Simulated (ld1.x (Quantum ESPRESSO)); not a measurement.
beryllium: variants of one TM potential

Base potential:

ld1.x (Quantum ESPRESSO) 7.5 input, shortened:

```
&input
   title='Be', zed=4., rel=0, dft='REVPBE', iswitch=3,
   config='[He] 2s1.75 2p0.25 3d-2'
 /
 &inputp
   pseudotype=2, tm=.true., lloc=-1, rcloc=2.20,
   nlcc=.false.
 /
3
2S  1  0   1.75   0.00  2.25  2.25  0.0
2P  2  1   0.25   0.00  3.15  3.15  0.0
3D  3  2  -2.00   0.40  2.55  2.55  0.0
 &test
   configts(1)='2s1.75 2p0.25'
 /
```

All-electron outer shells of the reference configuration (revPBE, non-relativistic, ld1.x):

```tsv
shell	level (eV)	outermost node (bohr)	outermost maximum (bohr)
2s	-5.77	0.59	2.04
2p	-2.14	–	2.28
```

Cutoffs, loose and tight: the cutoffs (Ry, on a coarse ladder) from which the occupation-weighted sum of valence levels, in a spherical-Bessel basis at the reference potential, stays within 10 and 1 mRy of its value at 400 Ry. They do not see the model core or the augmentation charge, which bear on the density cutoff. Test errors are all-electron minus pseudo excitation energies from the reference, over the configurations 2s2 2p0; 2s1 2p0; 2s1.5 2p0; 2s1 2p1; 2s0 2p2; 2s0 2p1. A dash means not determined; rows that change the core or the reference have their own tests.

```csv
change,outcome,"cutoff, loose","cutoff, tight",bound ghosts,largest test error (meV)
base,generated,8 Ry,15 Ry,none,-63
wave 2s (bound): rc 2.25 bohr becomes 2s (bound): rc 1.52 bohr,generated,10 Ry,30 Ry,none,-66
wave 2s (bound): rc 2.25 bohr becomes 2s (bound): rc 1.62 bohr,generated,10 Ry,18 Ry,none,-67
wave 2s (bound): rc 2.25 bohr becomes 2s (bound): rc 1.84 bohr,generated,10 Ry,21 Ry,none,-66
wave 2s (bound): rc 2.25 bohr becomes 2s (bound): rc 2.08 bohr,generated,8 Ry,18 Ry,none,-63
wave 2s (bound): rc 2.25 bohr becomes 2s (bound): rc 2.26 bohr,generated,8 Ry,15 Ry,none,-63
wave 2s (bound): rc 2.25 bohr becomes 2s (bound): rc 2.46 bohr,generated,8 Ry,12 Ry,none,-65
wave 2s (bound): rc 2.25 bohr becomes 2s (bound): rc 2.68 bohr,generated,6 Ry,10 Ry,none,-72
wave 2s (bound): rc 2.25 bohr becomes 2s (bound): rc 2.90 bohr,generated,6 Ry,10 Ry,none,-81
wave 2s (bound): rc 2.25 bohr becomes 2s (bound): rc 3.22 bohr,generated,6 Ry,10 Ry,none,-98
wave 2s (bound): rc 2.25 bohr becomes 2s (bound): rc 3.42 bohr,generated,6 Ry,8 Ry,none,-115
```

Reading the sweep of the s radius (base included, trends over the rows without a ghost): The loose cutoff falls from 10 Ry at 1.52 to 6 Ry at 3.42 bohr. A larger radius leaves more room for a smooth pseudo-wave, so fewer plane waves are needed; a smaller one forces it to follow the all-electron wave where it bends sharply. The median size of the test errors (rows with all tests solved) is not monotonic: lowest 5.5 meV at 2.9 bohr, highest 7.0 meV at 1.62 bohr.
